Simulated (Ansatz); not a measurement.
Geometry optimisation, Ansatz 0.2.0, RKS B3LYP/def2-SVP.

Input file:

```yaml
crystal:
  periodic: [false, false, false]
  atoms:
    - { symbol: B, position_ang: [0.02021, 0.202097, 0.410994] }
    - { symbol: Br, position_ang: [1.333984, 0.658667, 1.872657] }
    - { symbol: C, position_ang: [-0.247915, 1.320112, -0.651215] }
    - { symbol: C, position_ang: [-0.770599, -1.13764, 0.582439] }
    - { symbol: H, position_ang: [2.063828, -0.691017, -0.486817] }
    - { symbol: H, position_ang: [1.676989, -0.882616, -1.042636] }
    - { symbol: H, position_ang: [-0.689989, 0.945581, -1.587707] }
    - { symbol: H, position_ang: [0.631466, 1.939761, -0.879305] }
    - { symbol: H, position_ang: [-0.993197, 1.997797, -0.190825] }
    - { symbol: H, position_ang: [-1.629724, -0.894586, 1.2382] }
    - { symbol: H, position_ang: [-0.205888, -1.930757, 1.093133] }
    - { symbol: H, position_ang: [-1.189164, -1.5273, -0.358918] }
basis:
  gaussian: { orbitals: def2-SVP }
hamiltonian:
  xc: b3lyp
relax:
  f_tol: 0.03
  max_steps: 50
```

Command:

```bash
$ ansatz run input.yaml --threads 2 --pin off --max-ram 3072MiB --backend cpu --events-out ev --progress --plain --runs-dir out
```

Where does it end, and by what steps?

The run converged. The force dipped under the threshold on the way, but the program's further checks kept it going. After 23 steps the energy has fallen by 0.212 eV; H6 moved furthest, 1.81 Å.

```
step  energy less start (eV)  largest force component (eV/Å)  accepted
   0                  0.0000                           2.014       yes
   1                 -0.1437                           0.272       yes
   2                 -0.1793                           0.113       yes
   3                 -0.1950                           0.050       yes
   4                 -0.1977                           0.083       yes
   5                 -0.2003                           0.027       yes
   6                 -0.2017                           0.030       yes
   7                 -0.2023                           0.009       yes
   8                 -0.2027                           0.038       yes
   9                 -0.2032                           0.090       yes
  10                 -0.2037                           0.122       yes
  11                 -0.2030                           0.298        no
  12                 -0.2049                           0.086       yes
  13                 -0.2054                           0.106       yes
  14                 -0.2064                           0.078       yes
  15                 -0.2068                           0.067       yes
  16                 -0.2074                           0.103       yes
  17                 -0.2078                           0.115       yes
  18                 -0.2083                           0.129       yes
  19                 -0.2089                           0.161       yes
  20                 -0.2090                           0.186       yes
  21                 -0.2099                           0.182       yes
  22                 -0.2106                           0.081       yes
  23                 -0.2117                           0.009       yes
```

```xyz
12
Properties=species:S:1:pos:R:3
B -0.191 0.286 0.500
Br 1.392 0.535 1.617
C -0.566 1.439 -0.492
C -1.051 -1.006 0.706
H 3.090 -1.114 -0.912
H 3.316 -1.477 -1.542
H -1.200 1.097 -1.327
H 0.305 1.982 -0.889
H -1.161 2.182 0.075
H -1.988 -0.706 1.217
H -0.578 -1.791 1.311
H -1.368 -1.429 -0.264
```

Time of the run: 73 s on 2 threads of Arm Neoverse V2, on a shared host, peak memory 0.27 GiB.
